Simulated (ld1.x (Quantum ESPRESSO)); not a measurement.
Tc: what ld1.x (Quantum ESPRESSO) 7.5 does with a changed input

Command:

```bash
ld1.x < Tc.in > Tc.out
```

Input:

```
&input
   title='Tc', zed=43., rel=1, dft='LDA+U', iswitch=3,
   config='[Kr] 4d5 5s1.5 5p0',
   nld=3, rlderiv=2.00, eminld=-8.0, emaxld=5.0, deld=0.04
 /
 &inputp
   pseudotype=2, tm=.true., lloc=1,
   nlcc=.true., new_core_ps=.true., rcore=0.80,
   file_pseudopw='Tc.UPF', file_wfcaegen='ae.wfc', file_wfcncgen='nc.wfc', file_beta='beta', file_chi='chi'
 /
3
4S  1  0   2.00   0.00  1.85  1.85  0.0
4D  3  2   5.00   0.00  1.55  1.55  0.0
4P  2  1   6.00   0.00  1.40  1.40  0.0
 &test
   configts(1)='4s2 4p6 4d5 5s1.5 5p0'
 /
```

Output:

```
Program LD1 v.7.5

 %%%%%%%%%%%%%%%%%%%%%%%%%%%%%%%%%%%%%%%%%%%%%%%%%%%%%%%%%%%%%%%%%%%%%%%%%%%%%%
     Error in routine set_dft_from_name (1):
     LDA+U: unrecognized dft
 %%%%%%%%%%%%%%%%%%%%%%%%%%%%%%%%%%%%%%%%%%%%%%%%%%%%%%%%%%%%%%%%%%%%%%%%%%%%%%

     stopping ...
```

Task: This input was made by a single change from one that runs to its end. What was changed?

Result: The change: functional typed as LDA+U. The program refuses the input: "set_dft_from_name: LDA+U: unrecognized dft".
